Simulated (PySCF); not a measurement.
Two-component Hartree-Fock for Pt⁴⁵⁺ (platinum, charge +45)

Start: [Ar] 3d10 4s2 4p3; 4p1/2 filled at m_j = -1/2, +1/2; 4p3/2 filled at m_j = +3/2. Calculated with PySCF 2.14 in an uncontracted even-tempered set (16 s from 6 bohr⁻², ratio 2.8; 13 p from 7.8 bohr⁻², ratio 2.8; 8 d from 14 bohr⁻², ratio 2.8; 4 f from 35 bohr⁻², ratio 3): generalised Hartree-Fock with the X2C-1e Hamiltonian and a Gaussian nucleus; one run each with spin-orbit coupling (SO) switched off, then screened by Boettger's factors.

```tsv
spinor shell	electrons	ε, spin-free (eV)	ε, screened SO (eV)	weight of nominal j (screened SO)	rms radius, screened SO (bohr)
1s1/2	2	-81109.0	-81075.1	1.000	0.0194
2s1/2	2	-16251.8	-16238.9	1.000	0.0781
2p1/2	2	-14397.8	-15642.1	1.000	0.0662
2p3/2	4	-14397.8	-13900.4	1.000	0.0740
3s1/2	2	-5505.0	-5498.9	1.000	0.197
3p1/2	2	-4951.5	-5238.8	1.000	0.188
3p3/2	4	-4951.5	-4831.0	1.000	0.203
3d3/2	4	-4364.8	-4413.1	1.000	0.177
4s1/2	2	-2572.9	-2570.7	1.000	0.414
4p1/2	2	-2388.6	-2469.1	0.999	0.404
4p3/2	1	-2388.6	-2344.1	1.000	0.424
```

Question: Where does 3d5/2 lie, and what is the 3d spin-orbit splitting (screened SO)?

Answer: At -4325.2 eV, 87.917 eV above 3d3/2.

| quantity | spin-free | screened SO |
| --- | --- | --- |
| E (hartree) | -17009.24236 | -17040.06437 |
| M_J | 3/2 | 3/2 |
| ⟨J²⟩ | 3.750 | 3.751 |
| ⟨L²⟩ | 0.000 | 2.590 |
| ⟨S²⟩ | 3.750 | 1.554 |

Each row is a mean over spinors that exchange with the open shell spreads, by up to 14.827 eV (4s1/2).

Breit and QED terms are absent; they matter most for the inner s and p1/2 levels.

Densities and radii are taken from the X2C orbitals without a picture-change correction, which distorts them close to the nucleus.

Without spin-orbit coupling the j labels of p, d and f shells carry no meaning; the spin-free column gives the mean over the occupied spinors of each nl shell.
